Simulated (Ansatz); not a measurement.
`BBC[SiH3]` + `C=NCN[SiH3]` → `C=NBC[SiH3]` + `BCN[SiH3]`  (redistribution)

Calculated with Ansatz (gas phase, PBE0-D4/def2-TZVP geometries, no zero-point term in ΔE). CBS: MP2 limit from def2 TZ/QZ plus the TZ coupled-cluster correction, frozen cores. Functionals use def2-TZVPP. B3LYP here is the variant with VWN-RPA as its local correlation; programs differ in this. One conformer a species, not always the lowest.

```json
{"level": "PBE-D4", "ΔE (kJ/mol)": "-156.3", "difference from CCSD(T)/CBS": "-7.5"}
{"level": "r2SCAN-D4", "ΔE (kJ/mol)": "-156.6", "difference from CCSD(T)/CBS": "-7.8"}
{"level": "PBE0-D4", "ΔE (kJ/mol)": "-153.7", "difference from CCSD(T)/CBS": "-4.9"}
{"level": "B3LYP-D4", "ΔE (kJ/mol)": "-157.3", "difference from CCSD(T)/CBS": "-8.5"}
{"level": "ωB97X-V", "ΔE (kJ/mol)": "-146.0", "difference from CCSD(T)/CBS": "2.8"}
{"level": "B2PLYP", "ΔE (kJ/mol)": "-156.8", "difference from CCSD(T)/CBS": "-8.0"}
{"level": "PBE", "ΔE (kJ/mol)": "-158.4", "difference from CCSD(T)/CBS": "-9.6"}
{"level": "r2SCAN", "ΔE (kJ/mol)": "-157.1", "difference from CCSD(T)/CBS": "-8.3"}
{"level": "PBE0", "ΔE (kJ/mol)": "-155.5", "difference from CCSD(T)/CBS": "-6.7"}
{"level": "B3LYP", "ΔE (kJ/mol)": "-160.7", "difference from CCSD(T)/CBS": "-11.9"}
{"level": "MP2/def2-TZVPP", "ΔE (kJ/mol)": "-152.9", "difference from CCSD(T)/CBS": "-4.1"}
{"level": "SCS-MP2/def2-TZVPP", "ΔE (kJ/mol)": "-148.6", "difference from CCSD(T)/CBS": "0.2"}
{"level": "CCSD(T)/def2-TZVPP", "ΔE (kJ/mol)": "-146.2", "difference from CCSD(T)/CBS": "2.6"}
{"level": "MP2/def2-QZVPP", "ΔE (kJ/mol)": "-154.6", "difference from CCSD(T)/CBS": "-5.8"}
{"level": "HF/CBS(def2)", "ΔE (kJ/mol)": "-145.0", "difference from CCSD(T)/CBS": "3.8"}
{"level": "CCSD/CBS(def2)", "ΔE (kJ/mol)": "-148.4", "difference from CCSD(T)/CBS": "0.4"}
{"level": "CCSD(T)/CBS", "ΔE (kJ/mol)": "-148.8", "difference from CCSD(T)/CBS": "0"}
```

Largest T1 diagnostic among the species: 0.014.

The D4 term adds +3.4 kJ/mol with B3LYP and +1.8 kJ/mol with PBE0; it sums over pairs of atoms, weighted by their polarisabilities, and B3LYP, whose exchange is more repulsive, gets the larger term.
